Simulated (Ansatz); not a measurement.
Reaction (cleavage of the Si–Si bond): `F[Si](F)(Cl)[SiH](Cl)Cl` + `[SH][GeH2][Cl]` → `F[Si](F)(Cl)[S][GeH2][Cl]` + `Cl[SiH2]Cl`

Isolated molecules relaxed with PBE0-D4/def2-TZVP in Ansatz; ΔE leaves out vibrations. CCSD(T)/CBS is the MP2 limit (def2-TZVPP, def2-QZVPP) plus CCSD(T) − MP2 in def2-TZVPP, frozen cores. This one scheme is used for every species. Functionals use def2-TZVPP. For Ge outer-core shells are correlated without core-valence functions, which leaves a few kJ/mol of doubt a bond. Scalar relativity is left out up to krypton. One conformer a species, not always the lowest.

`F[Si](F)(Cl)[SiH](Cl)Cl`:

Cartesian coordinates in Å:
```
F 2.256 0.050 0.527
Si 0.830 -0.634 0.536
F 0.493 -0.974 2.044
Cl 0.926 -2.359 -0.515
Si -0.779 0.804 -0.362
Cl -0.248 1.183 -2.296
Cl -2.574 -0.163 -0.288
H -0.905 2.091 0.354
```

`[SH][GeH2][Cl]`:

Z-matrix (Å, degrees):
```
Ge
Cl 1 2.156
S 1 2.205 2 110.8
H 1 1.530 2 107.6 3 -116.4
H 1 1.532 2 105.9 3 120.9
H 3 1.343 1 94.0 2 72.4
```

`F[Si](F)(Cl)[S][GeH2][Cl]`:

Cartesian coordinates in Å:
```
F 0.858 -0.051 1.715
Si -0.111 1.084 1.198
F -0.947 1.601 2.430
Cl 1.023 2.611 0.532
S -1.460 0.331 -0.219
Ge -0.179 -1.225 -1.172
Cl 1.554 -0.313 -2.047
H 0.309 -2.242 -0.143
H -1.046 -1.797 -2.294
```

`Cl[SiH2]Cl`:

Cartesian coordinates in Å:
```
Cl -1.802 -0.778 -0.032
Si 0.022 0.137 -0.025
Cl 1.486 -1.221 0.393
H 0.024 1.167 1.031
H 0.270 0.695 -1.368
```

| level | ΔE (kJ/mol) |
| --- | --- |
| PBE0-D4 | -69.1 |
| SCS-MP2/def2-QZVPP | -82.9 |

**Question.** What does CCSD(T)/CBS give? (Best estimate.)

**Answer.** Computed: -77.5 kJ/mol. The listed levels differ from it by 8.4, -5.4 kJ/mol.

Largest T1 diagnostic among the species: 0.011.

The D4 term adds −4.2 kJ/mol with B3LYP and −2.1 kJ/mol with PBE0; it sums over pairs of atoms, weighted by their polarisabilities, and B3LYP, whose exchange is more repulsive, gets the larger term. From PBE to PBE0 (25 % exact exchange), in def2-TZVPP and without D4, ΔE moves by −7.0 kJ/mol.

B3LYP here is the variant with VWN-RPA as its local correlation; programs differ in this.
